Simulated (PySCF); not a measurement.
C3H6Cl, SMILES [C](Cl)(C)C, multiplicity 2. Atoms are numbered in the order given.

```xyz
10

C     -1.0659     0.0249    -1.3060
C     -0.3915    -0.1754     0.0000
C     -1.0659     0.0249     1.3060
Cl     1.3316     0.0152     0.0000
H     -1.1103     1.0960    -1.5900
H     -2.1012    -0.3471    -1.2626
H     -0.5371    -0.5015    -2.1148
H     -0.5371    -0.5015     2.1148
H     -1.1103     1.0960     1.5900
H     -2.1012    -0.3471     1.2626
```
Charge 0, spin multiplicity 2.

The structure is a stationary point at PBE0-D3(BJ)/def2-SVP. The isomer is the one that the SMILES or the coordinates give; other isomers of the formula were not compared.

Computed with SMD-ωB97X/def2-SVP (PySCF).

Solvation free energies are E(SMD) − E(gas) at the gas-phase geometry, for 1 M in both phases. In vacuum the dipole moment is 1.64 D.

| solvent | ΔG(solv) (kcal/mol) | its non-electrostatic (CDS) part | dipole (D) |
|---|---|---|---|
| water | 0.5 | 2.7 | 2.16 |
| toluene | -3.3 | -2.2 | 1.88 |
| 1-octanol | -2.8 | -1.0 | 2.08 |
